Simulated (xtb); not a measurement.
CH$_{3}$Cl$_{2}$Si (SMILES C[Si](Cl)Cl), doublet, geometry from GFN2-xTB; GFN1-xTB in xtb.

Input for xtb:
```
$ xtb mol.xyz --gfn 1 --uhf 1 --ohess --json

# file mol.xyz
7

C     -2.01893835    -0.48835810    -0.00921030
Si    -0.23081554    -0.09736185    -0.53333853
Cl     1.04857991    -1.42708373     0.33708838
Cl     0.27405550     1.77962342     0.08689332
H     -2.11035886    -0.42589345     1.07439724
H     -2.30897346    -1.48877870    -0.31358728
H     -2.72042203     0.21471190    -0.44649774
```

Q: Write the output that xtb gives for this input, abridged.

A: 
```
   ID    Z sym.   atoms
    1    6 C      1
    2   14 Si     2
    3   17 Cl     3, 4
    4    1 H      5-7

           -------------------------------------------------
          |                Calculation Setup                |
           -------------------------------------------------

           -------------------------------------------------
          |                 G F N 1 - x T B                 |
           -------------------------------------------------

          ...................................................
          :                      SETUP                      :
          :.................................................:
          :  # basis functions                  40          :
          :  # atomic orbitals                  37          :
          :  # shells                           17          :
          :  # electrons                        25          :
          :  # halogen bonds                     0          :
          :  max. iterations                   250          :
          :  Hamiltonian                  GFN1-xTB          :
          :  restarted?                      false          :
          :  GBSA solvation                  false          :
          :  PC potential                    false          :
          :  electronic temp.          300.0000000     K    :
          :  accuracy                    1.0000000          :
          :  -> integral cutoff          0.2500000E+02      :
          :  -> integral neglect         0.1000000E-07      :
          :  -> SCF convergence          0.1000000E-05 Eh   :
          :  -> wf. convergence          0.2000000E-04 e    :
          :  Broyden damping             0.4000000          :
          :  net charge                          0          :
          :  unpaired electrons                  1          :
          ...................................................

 iter      E             dE          RMSdq      gap      omega  full diag
   1    -14.2226001 -0.142226E+02  0.726E+00    4.50       0.0  T
   2    -14.2351821 -0.125820E-01  0.428E+00    4.47       1.0  T
   3    -14.2342035  0.978540E-03  0.711E-01    4.52       1.0  T
   4    -14.2361459 -0.194241E-02  0.145E-01    4.50       1.0  T
   5    -14.2361832 -0.372502E-04  0.447E-02    4.51       1.0  T
   6    -14.2361862 -0.302444E-05  0.716E-03    4.51       5.3  T
   7    -14.2361862 -0.815551E-08  0.226E-03    4.51      16.7  T
[...]
         :: total energy             -14.152825910791 Eh    ::
 * total energy  :   -14.1528259 Eh     change       -0.5919709E-10 Eh
 * total energy  :   -14.1534163 Eh     change       -0.5904045E-03 Eh
 * total energy  :   -14.1535672 Eh     change       -0.1508810E-03 Eh
 * total energy  :   -14.1536095 Eh     change       -0.4231662E-04 Eh
 * total energy  :   -14.1536672 Eh     change       -0.5773536E-04 Eh
 * total energy  :   -14.1536686 Eh     change       -0.1363313E-05 Eh
   *** GEOMETRY OPTIMIZATION CONVERGED AFTER 6 ITERATIONS ***
         :: total energy             -14.153668611714 Eh    ::
[...]

    mode    ω/cm⁻¹     T·S(HO)/kcal·mol⁻¹    T·S(FR)/kcal·mol⁻¹   T·S(vib)
   ------------------------------------------------------------------------
       1    139.63    -0.83746 ( 98.38%)    -0.75214 (  1.62%)    -0.83608
       2    158.98    -0.76382 ( 99.03%)    -0.71372 (  0.97%)    -0.76333
       3    159.81    -0.76088 ( 99.05%)    -0.71218 (  0.95%)    -0.76042
       4    217.08    -0.59131 ( 99.72%)    -0.62148 (  0.28%)    -0.59140
   ------------------------------------------------------------------------

   temp. (K)  partition function   enthalpy   heat capacity  entropy
                                   cal/mol     cal/K/mol   cal/K/mol   J/K/mol
 298.15  VIB   14.6                 2046.813     12.847     12.186
         ROT  0.207E+06              888.752      2.981     27.308
         INT  0.303E+07             2935.566     15.828     39.494
         TR   0.118E+28             1481.254      4.968     40.091
         TOT                        4416.8197    20.7965    79.5851   332.9839

       T/K    H(0)-H(T)+PV         H(T)/Eh          T*S/Eh         G(T)/Eh
   ------------------------------------------------------------------------
    298.15    0.703865E-02    0.456325E-01    0.378134E-01    0.781909E-02
   ------------------------------------------------------------------------

         :::::::::::::::::::::::::::::::::::::::::::::::::::::
         ::                  THERMODYNAMIC                  ::
         :::::::::::::::::::::::::::::::::::::::::::::::::::::
         :: total free energy         -14.145849516761 Eh   ::
         ::.................................................::
         :: total energy              -14.153668611714 Eh   ::
         :: zero point energy           0.038593875454 Eh   ::
         :: G(RRHO) w/o ZPVE           -0.030774780501 Eh   ::
         :: G(RRHO) contrib.            0.007819094953 Eh   ::
         :::::::::::::::::::::::::::::::::::::::::::::::::::::

optimized geometry written to: xtbopt.xyz

           -------------------------------------------------
          | TOTAL ENERGY              -14.153668611714 Eh   |
          | TOTAL ENTHALPY            -14.108036086034 Eh   |
          | TOTAL FREE ENERGY         -14.145849516761 Eh   |
          | GRADIENT NORM               0.000288162751 Eh/α |
          | HOMO-LUMO GAP               4.448053597513 eV   |
           -------------------------------------------------

normal termination of xtb
```
